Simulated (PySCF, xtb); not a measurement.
Si(I)(SH) (HISSi), SMILES [Si](I)S (connectivity only; charge and spin as stated), neutral, multiplicity 1. The values are those of a single conformer.

Harmonic wavenumbers (cm⁻¹) from GFN2-xTB run with xtb 6.7.1 at its own minimum, in rising order: 120, 254, 372, 469, 715, 2436.

What does PBE0-D3(BJ)/def2-TZVP in PySCF give at its own minimum? (Estimate from the structure and the level; the computed values follow.)

133, 341, 405, 513, 757, 2676. Paired by order, the mean absolute difference is 77 cm⁻¹ and the zero-point energies are 6.2 and 6.9 kcal/mol.
